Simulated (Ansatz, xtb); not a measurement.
Species: H3Se (charge +1, singlet). SMILES: [SeH3+]
Geometry from a B3LYP-D3(BJ)/def2-TZVP (Ansatz, a program for electronic structure) optimisation:
```xyz
4

Se     0.0007     0.0265    -0.0607
H     -1.0764    -0.8681     0.4284
H      1.0678    -0.8666     0.4522
H     -0.0137     0.8349     1.1825
```
Charge +1, spin multiplicity 1.

Harmonic wavenumbers from GFN2-xTB (xtb, at its own minimum), cm⁻¹: 897, 956, 957, 1997, 1997, 2007.

### Question
Give the harmonic wavenumbers at B3LYP-D3(BJ)/def2-TZVP (Ansatz, finite differences of forces, unscaled).

### Answer
961, 1070, 1070, 2360, 2365, 2365 cm⁻¹. Zero-point energy 14.6 kcal/mol.

### Question
From these and the geometry, give the ideal-gas thermochemistry at 298.15 K and 1 atm (rigid rotor, harmonic oscillator).

### Answer
Point group C3v, rotational symmetry number 3. Rotational constants 118.7, 118.7, 109 GHz. S(trans) 39.13, S(rot) 13.82, S(vib) 0.25, S(elec, spin only) 0.00, S 53.2 cal/(mol K). H(298) - H(0) 2.43 kcal/mol; G - E(el) 1.1 kcal/mol.
